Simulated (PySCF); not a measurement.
Spin-rotation constants: SMILES O=c1ccc(F)cc(F)c1, C7H4F2O

Molfile (atoms numbered from 1):
```
C7H4F2O
     RDKit          3D

 14 14  0  0  0  0  0  0  0  0999 V2000
    2.9044   -0.3044   -0.1699 O   0  0  0  0  0  0  0  0  0  0  0  0
    1.6925   -0.1755   -0.0998 C   0  0  0  0  0  0  0  0  0  0  0  0
    0.8478   -1.3763   -0.0863 C   0  0  0  0  0  0  0  0  0  0  0  0
   -0.4884   -1.5320   -0.0183 C   0  0  0  0  0  0  0  0  0  0  0  0
   -1.4970   -0.5321    0.0651 C   0  0  0  0  0  0  0  0  0  0  0  0
   -2.7465   -1.0304    0.1188 F   0  0  0  0  0  0  0  0  0  0  0  0
   -1.3874    0.8164    0.0983 C   0  0  0  0  0  0  0  0  0  0  0  0
   -0.1772    1.5550    0.0522 C   0  0  0  0  0  0  0  0  0  0  0  0
   -0.3868    2.8877    0.1013 F   0  0  0  0  0  0  0  0  0  0  0  0
    1.1110    1.1606   -0.0303 C   0  0  0  0  0  0  0  0  0  0  0  0
    1.4491   -2.2764   -0.1439 H   0  0  0  0  0  0  0  0  0  0  0  0
   -0.8838   -2.5412   -0.0249 H   0  0  0  0  0  0  0  0  0  0  0  0
   -2.2950    1.4010    0.1657 H   0  0  0  0  0  0  0  0  0  0  0  0
    1.8564    1.9472   -0.0500 H   0  0  0  0  0  0  0  0  0  0  0  0
  1  2  2  0
  2  3  1  0
  3  4  2  0
  4  5  1  0
  5  6  1  0
  5  7  2  0
  7  8  1  0
  8  9  1  0
  8 10  2  0
 10  2  1  0
  3 11  1  0
  4 12  1  0
  7 13  1  0
 10 14  1  0
M  END
```

Theory: PySCF, GIAO revPBE/6-31G magnetisability, rotational g tensor and spin-rotation constants, non-relativistic, gas phase. Geometry: GFN2-xTB.

(1) Give the nuclear spin-rotation constants along the inertial axes (H = +C I·J) beside the isotropic shieldings.

## Answers

(1) Rotational constants 1.7029, 1.2405, 0.7177 GHz. A star marks the isotopologue with that one atom substituted, in its own axes.
| atom | isotope | Caa (kHz) | Cbb (kHz) | Ccc (kHz) | mean (kHz) | σ (ppm) |
| --- | --- | --- | --- | --- | --- | --- |
| F6 | 19F | 2.532 | 2.170 | 0.620 | 1.774 | 232.0 |
| F9 | 19F | 2.679 | 1.797 | 0.658 | 1.711 | 241.6 |
| H11 | 1H | -0.142 | 0.106 | -0.090 | -0.042 | 25.9 |
| H12 | 1H | -0.097 | 0.058 | -0.087 | -0.042 | 26.1 |
| H13 | 1H | 0.007 | -0.023 | -0.092 | -0.036 | 26.5 |
| H14 | 1H | 0.044 | -0.034 | -0.092 | -0.027 | 26.3 |
| O1 | 17O* | -1.687 | -0.678 | -0.043 | -0.803 | -254.6 |
| C2 | 13C* | 0.679 | 0.566 | 0.133 | 0.460 | 32.7 |
| C3 | 13C* | 0.588 | 0.547 | 0.107 | 0.414 | 56.5 |
| C4 | 13C* | 0.541 | 0.485 | 0.090 | 0.372 | 78.5 |
| C5 | 13C* | 0.797 | 0.414 | 0.154 | 0.455 | 37.5 |
| C7 | 13C* | 0.610 | 0.364 | 0.102 | 0.359 | 87.9 |
| C8 | 13C* | 0.568 | 0.586 | 0.152 | 0.435 | 37.5 |
| C10 | 13C* | 0.585 | 0.442 | 0.118 | 0.382 | 72.6 |

For the geometry as given, no vibrational averaging.
